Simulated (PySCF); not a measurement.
Isomers of C9H16, from PySCF 2.14.0, PBE0-D3(BJ)/def2-SVP geometry optimisation, gas phase. One conformer each, no zero-point energy, no frequencies.

Task: Which isomer lies lowest at this level?
A. `[CH2:1]1[CH2:2][CH2:3][CH:4]([CH:5]2[CH2:6][CH2:7]2)[CH2:8][CH2:9]1` with C3–C4–C5–C6 82°, C9–C1–C2–C3 -55°, C1–C2–C3–C4 55°, C2–C3–C4–C5 72°, C4–C5–C6–C7 109°: A = 2952, B = 1139, C = 979.1 MHz, dipole 0.09 D
B. `[CH3:1][CH2:2][C:3]#[C:4][CH2:5][CH2:6][CH2:7][CH2:8][CH3:9]` with C4–C5–C6–C7 -64°, C5–C6–C7–C8 177°, C6–C7–C8–C9 179°: A = 2125, B = 629.9, C = 511.6 MHz, dipole 0.14 D
C. `[CH2:1]=[C:2]1[CH2:3][CH2:4][C@@H:5]([CH2:6][CH2:7][CH3:8])[CH2:9]1` with C4–C5–C6–C7 -178°, C5–C6–C7–C8 178°, C1–C2–C3–C4 167°, C2–C3–C4–C5 33°, C3–C4–C5–C6 -166°, C4–C5–C9–C2 32°: A = 3808, B = 765.0, C = 664.8 MHz, dipole 0.63 D
D. `[CH3:1][CH2:2][CH2:3][C@@H:4]1[CH:5]=[CH:6][CH2:7][CH2:8][CH2:9]1` with C1–C2–C3–C4 176°, C2–C3–C4–C5 -175°, C3–C4–C5–C6 -138°, C5–C6–C7–C8 -14°, C6–C7–C8–C9 45°, C7–C8–C9–C4 -61°: A = 3902, B = 802.3, C = 704.9 MHz, dipole 0.33 D

Result: D. That is `CCC[C@@H]1C=CCCC1`, 2.7 kcal/mol below the next.

```json
{"SMILES": "CCC[C@@H]1C=CCCC1", "mapped SMILES": "[CH3:1][CH2:2][CH2:3][C@@H:4]1[CH:5]=[CH:6][CH2:7][CH2:8][CH2:9]1", "E (Eh)": "-351.92799", "relative (kcal/mol)": "0.0", "relative (kJ/mol)": "0.0", "dipole (D)": "0.33"}
{"SMILES": "C1CCC(C2CC2)CC1", "mapped SMILES": "[CH2:1]1[CH2:2][CH2:3][CH:4]([CH:5]2[CH2:6][CH2:7]2)[CH2:8][CH2:9]1", "E (Eh)": "-351.92372", "relative (kcal/mol)": "2.7", "relative (kJ/mol)": "11.2", "dipole (D)": "0.09"}
{"SMILES": "C=C1CC[C@@H](CCC)C1", "mapped SMILES": "[CH2:1]=[C:2]1[CH2:3][CH2:4][C@@H:5]([CH2:6][CH2:7][CH3:8])[CH2:9]1", "E (Eh)": "-351.92097", "relative (kcal/mol)": "4.4", "relative (kJ/mol)": "18.4", "dipole (D)": "0.63"}
{"SMILES": "CCC#CCCCCC", "mapped SMILES": "[CH3:1][CH2:2][C:3]#[C:4][CH2:5][CH2:6][CH2:7][CH2:8][CH3:9]", "E (Eh)": "-351.87155", "relative (kcal/mol)": "35.4", "relative (kJ/mol)": "148.2", "dipole (D)": "0.14"}
```

As drawn, the lowest has a C=C bond outside aromatic rings, which the highest lacks; the highest has a C≡C bond, which the lowest lacks.
